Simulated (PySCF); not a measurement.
Point-charge models of `CCC[C@@H]1C[CH2][AlH2-][N+]1(C)C` against its computed dipole.

Coordinates (PBE0-D3(BJ)/def2-SVP, Å) and charges (e) from the PBE0/pcSseg-1 density (PySCF):

| atom | x | y | z | Mulliken | IAO | Hirshfeld | ESP-fitted |
| --- | --- | --- | --- | --- | --- | --- | --- |
| C1 | 3.512 | -1.350 | 0.947 | -0.2651 | -0.4067 | -0.1124 | -0.3983 |
| C2 | 2.476 | -0.350 | 0.460 | -0.2761 | -0.2374 | -0.0603 | +0.2244 |
| C3 | 1.045 | -0.836 | 0.656 | -0.2001 | -0.2549 | -0.0696 | -0.2329 |
| C4 | -0.005 | 0.148 | 0.145 | -0.1029 | -0.0070 | +0.0309 | -0.0069 |
| C5 | -0.184 | 1.382 | 1.031 | -0.1637 | -0.2397 | -0.0747 | -0.1825 |
| C6 | -1.210 | 2.351 | 0.438 | -0.5557 | -0.6206 | -0.2304 | -0.4413 |
| Al7 | -2.576 | 1.192 | -0.444 | +0.7624 | +0.5796 | +0.3279 | +0.6615 |
| N8 | -1.349 | -0.475 | -0.102 | -0.7789 | -0.1954 | -0.0213 | +0.0127 |
| C9 | -1.857 | -1.212 | 1.061 | -0.0911 | -0.3002 | -0.0552 | -0.4584 |
| C10 | -1.348 | -1.347 | -1.280 | -0.0812 | -0.2972 | -0.0541 | -0.4104 |
| H11 | 3.423 | -2.311 | 0.414 | +0.1109 | +0.1320 | +0.0378 | +0.0915 |
| H12 | 4.536 | -0.978 | 0.794 | +0.1219 | +0.1419 | +0.0431 | +0.1002 |
| H13 | 3.390 | -1.558 | 2.022 | +0.1128 | +0.1341 | +0.0390 | +0.0969 |
| H14 | 2.640 | -0.134 | -0.611 | +0.1196 | +0.1269 | +0.0370 | -0.0111 |
| H15 | 2.618 | 0.610 | 0.984 | +0.1316 | +0.1299 | +0.0380 | -0.0116 |
| H16 | 0.937 | -1.805 | 0.138 | +0.1207 | +0.1202 | +0.0324 | +0.0901 |
| H17 | 0.873 | -1.038 | 1.727 | +0.1213 | +0.1252 | +0.0356 | +0.0818 |
| H18 | 0.313 | 0.503 | -0.852 | +0.1313 | +0.1298 | +0.0438 | +0.1099 |
| H19 | 0.809 | 1.842 | 1.178 | +0.1300 | +0.1291 | +0.0356 | +0.0983 |
| H20 | -0.496 | 1.049 | 2.038 | +0.1103 | +0.1181 | +0.0318 | +0.0904 |
| H21 | -0.724 | 2.987 | -0.322 | +0.1256 | +0.1297 | +0.0196 | +0.0811 |
| H22 | -1.598 | 3.033 | 1.211 | +0.1223 | +0.1354 | +0.0230 | +0.0928 |
| H23 | -2.659 | 1.242 | -2.051 | -0.2704 | -0.2318 | -0.2022 | -0.3308 |
| H24 | -3.927 | 0.789 | 0.333 | -0.2717 | -0.2303 | -0.2005 | -0.3277 |
| H25 | -1.875 | -0.563 | 1.946 | +0.1499 | +0.1539 | +0.0549 | +0.1814 |
| H26 | -2.889 | -1.531 | 0.863 | +0.1502 | +0.1604 | +0.0534 | +0.1829 |
| H27 | -1.240 | -2.101 | 1.277 | +0.1210 | +0.1318 | +0.0426 | +0.1485 |
| H28 | -2.376 | -1.673 | -1.493 | +0.1485 | +0.1552 | +0.0574 | +0.1668 |
| H29 | -0.979 | -0.792 | -2.151 | +0.1497 | +0.1598 | +0.0540 | +0.1546 |
| H30 | -0.724 | -2.244 | -1.123 | +0.1168 | +0.1279 | +0.0413 | +0.1459 |

Task: What dipole does each set of charges give (1 e·Å = 4.803 D), and what does the density give?

Result: The full density gives (3.33, -3.35, 1.06) D, 4.84 D in size; dipole vectors point from the negative to the positive end.

```json
{"scheme": "Mulliken", "μx": "2.79", "μy": "-4.03", "μz": "0.98", "size (D)": "5.00", "share of the full size (%)": "103", "angle to the full dipole (°)": "10"}
{"scheme": "IAO", "μx": "2.17", "μy": "-4.14", "μz": "0.26", "size (D)": "4.68", "share of the full size (%)": "97", "angle to the full dipole (°)": "19"}
{"scheme": "Hirshfeld", "μx": "2.51", "μy": "-3.50", "μz": "0.58", "size (D)": "4.35", "share of the full size (%)": "90", "angle to the full dipole (°)": "10"}
{"scheme": "ESP-fitted", "μx": "3.26", "μy": "-3.34", "μz": "1.03", "size (D)": "4.78", "share of the full size (%)": "99", "angle to the full dipole (°)": "1"}
```

Task: Which set comes closest?

Result: Length of the difference vector: ESP-fitted 0.07 D, Mulliken 0.87 D, Hirshfeld 0.96 D, IAO 1.61 D. Closest: ESP-fitted. 

Task: What is left for the Hirshfeld atoms' own dipoles?

Result: The Hirshfeld atoms' densities add up to the full density, so μ = Σ q r + Σ (atomic dipoles). The atomic dipoles sum to (3.33, -3.35, 1.06) − (2.51, -3.50, 0.58) = (0.82, 0.15, 0.48) D, 0.96 D in size.

Task: With the origin at the mean of the coordinates, (-0.048, -0.172, 0.308) Å, which are the largest single terms, by size, of the ESP-fitted dipole along the direction of the full one?

Result: Al7 -9.05, C1 -6.51, C6 +5.34, H24 +5.24, H23 +5.23 D; all 30 atoms together +4.78 D. The single terms depend on the origin, their sum doesn't.

Task: Give the size of the full dipole in other units.

Result: 4.84 D = 1.906 au = 1.008 e·Å = 16.16 × 10⁻³⁰ C·m.

Isolated species at its PBE0-D3(BJ)/def2-SVP geometry (one conformer only).
